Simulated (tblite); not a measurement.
Compound: C8H16Si.
Atom-mapped SMILES: `[CH2:1]=[C:2]([CH3:3])[SiH:4]1[CH2:5][CH2:6][CH2:7][CH2:8][CH2:9]1` (hydrogens: H10, H11 on C1; H12, H13, H14 on C3; H15 on Si4; H16, H17 on C5; H18, H19 on C6; H20, H21 on C7; H22, H23 on C8; H24, H25 on C9)

Geometry (GFN2-xTB, Å), atoms numbered from 1 in this order:
```xyz
25
C8H16Si angstrom
C     -3.2616    0.1445    1.0112
C     -2.2424   -0.1487    0.2172
C     -2.4599   -0.8550   -1.0872
Si    -0.4633    0.2999    0.6749
C      0.6572   -1.2379    0.7253
C      2.1249   -0.8203    0.7241
C      2.4878    0.0401   -0.4840
C      1.8615    1.4322   -0.4495
C      0.3490    1.3980   -0.6508
H     -3.1209    0.6513    1.9504
H     -4.2813   -0.1083    0.7593
H     -2.0947   -0.2431   -1.9108
H     -3.5147   -1.0679   -1.2523
H     -1.9083   -1.7940   -1.1023
H     -0.4387    0.9845    1.9793
H      0.4558   -1.8505    1.6048
H      0.4762   -1.8722   -0.1445
H      2.3458   -0.2629    1.6374
H      2.7589   -1.7123    0.7233
H      2.1736   -0.4722   -1.3971
H      3.5754    0.1467   -0.5236
H      2.0907    1.9024    0.5097
H      2.3206    2.0440   -1.2323
H      0.1406    1.0105   -1.6500
H     -0.0432    2.4154   -0.6234
```

Method: GFN2-xTB as coded in tblite; computed harmonic values from a numerical Hessian at the method's own geometry, unscaled. The method is semi-empirical: single wavenumbers can be off by several per cent or more. Modes of hydrogen on silicon can be 10 to 20 % off. One conformer, not necessarily the lowest.

Question: How many normal modes are there?

Answer: 25 atoms, non-linear: 3N − 6 = 69.

Question: What is the point group of the computed structure, and how do the modes divide by symmetry?

Answer: Cs. The vibrations span 40 a′ + 29 a″.

Question: How many distinct wavenumbers does the calculation give?

Answer: 69: Cs has no degenerate species.

Question: How many fundamentals are allowed in the infrared by symmetry?

Answer: 69 of 69: in Cs every mode is allowed. All fundamentals are allowed in the Raman spectrum.

Question: What zero-point energy do the modes add up to?

Answer: ½Σν̃ = 47720 cm⁻¹ = 570.9 kJ/mol (69 modes); those above 1550 cm⁻¹ give 291.5 kJ/mol of it.
